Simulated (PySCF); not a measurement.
```xyz
5
charge 0 multiplicity 1, angstrom
Os    0.0000    0.0000    0.0000
O    -0.9774   -0.9774   -0.9774
O     0.9774    0.9774   -0.9774
O    -0.9774    0.9774    0.9774
O     0.9774   -0.9774    0.9774
```

Method: PySCF, PBE0, basis Os def2-SVP with ECP60, O def2-SVP (scalar-relativistic core potentials, no spin–orbit coupling, density fitting).

This geometry of OsO₄ is a stationary point at this level.

Question: What is the point group?

Answer: Td.

Question: Is it a minimum?

Answer: Yes: all harmonic wavenumbers are real.

Question: Give the atomic charges and bond orders.

Answer: 
| atom | Mulliken | Löwdin | polar tensor | Mayer order to Os1 |
| --- | --- | --- | --- | --- |
| Os1 | 1.37 | 0.47 | 2.17 | – |
| O2,3,4,5 | -0.34 | -0.12 | -0.54 | 1.73 |

Question: Give the ideal-gas entropy at 298.15 K and 1 bar by parts.

Answer: translation 178.0, rotation 87.8, vibration 26.0, spin 0.0; total 291.8 J/(mol K).

Question: What is the atomisation energy, with and without zero-point energy?

Answer: 2023 kJ/mol without, 1988 kJ/mol with.

Stability towards spin polarisation was not tested. Only a few start shapes were tried, so a lower isomer may exist. With an element this heavy the missing spin–orbit coupling can shift these numbers.
